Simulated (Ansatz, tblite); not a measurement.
Removing and adding an electron: Rb2F2 (the lowest singlet isomer of a short search). Charge 0, multiplicity 1. Geometry: PBE0-D4/def2-TZVP. Ansatz, gas phase; energy differences of separate SCF runs; the oxidised species was run as a doublet alone; the reduced species was run as a doublet alone.

```xyz
4

Rb   -1.611   -0.626   -0.782
Rb    1.611    0.625    0.783
F     0.881   -0.799   -1.176
F    -0.881    0.800    1.175
```

In the def2 sets Rb takes a core potential; there is no spin–orbit coupling. The xTB rows come from tblite. Correlated methods freeze 2 core orbitals; core or outer-core shells of Rb are correlated, in sets that lack core-valence functions. HOMO above LUMO, or a gap near zero within one spin, warns that the state may not be the lowest or that an electron is smeared out. The structure comes from a short search, and lower isomers may exist.

Problem. Estimate orbital energies and vertical ionisation energies and electron affinities at: GFN1-xTB; GFN2-xTB; HF/def2-TZVPP; PBE-D4/def2-TZVP; PBE-D4/def2-TZVPD; r2SCAN-D4/def2-TZVP; r2SCAN-D4/def2-TZVPD; PBE0-D4/def2-TZVP; PBE0-D4/def2-TZVPD; MP2/def2-TZVPP; CCSD/def2-TZVPP; CCSD(T)/def2-TZVPP.

Solution. 
```tsv
level	−HOMO (eV)	vertical IE (eV)	−LUMO (eV)	vertical EA (eV)	HOMO–LUMO gap (eV)	IE − EA (eV)	remarks
GFN1-xTB	10.08	12.79	9.39	7.65	0.69	5.14	–
GFN2-xTB	9.26	13.19	7.92	3.75	1.34	9.44	–
HF/def2-TZVPP	–	7.92	–	–	–	–	–
PBE-D4/def2-TZVP	4.90	8.55	0.99	–	3.91	–	gap within one spin near zero (+1 doublet)
PBE-D4/def2-TZVPD	4.99	–	0.94	0.14	4.05	–	HOMO above zero (-1 doublet), gap within one spin near zero (-1 doublet)
r2SCAN-D4/def2-TZVP	5.16	8.63	0.35	–	4.81	–	gap within one spin near zero (+1 doublet)
r2SCAN-D4/def2-TZVPD	5.25	–	0.29	-0.03	4.96	–	HOMO above zero (-1 doublet), gap within one spin near zero (-1 doublet)
PBE0-D4/def2-TZVP	6.71	9.01	0.50	–	6.21	–	–
PBE0-D4/def2-TZVPD	6.80	–	0.46	0.03	6.34	–	HOMO above zero (-1 doublet)
MP2/def2-TZVPP	–	10.07	–	–	–	–	–
CCSD/def2-TZVPP	–	9.67	–	–	–	–	–
CCSD(T)/def2-TZVPP	–	9.76	–	–	–	–	–
```

Relaxing the oxidised species (PBE0-D4/def2-TZVP) changes its energy by -1.48 eV at PBE0-D4/def2-TZVP, so the adiabatic ionisation energy to this nearest minimum is 7.53 eV. At PBE-D4/def2-TZVP it is 7.39 eV. In the charge 1 doublet, F3 and F4 lie 1.95 Å apart (atoms count from 1), so these atoms are partly bonded to each other.    A HOMO above zero means that the electron is unbound at that level or that self-interaction error raises the level; the energy of removing that electron tells which. Raw xTB energy differences between charge states are shifted by several eV; the methods need an empirical correction for them. A negative affinity means that the extra electron isn't bound; its size then hangs on the basis.
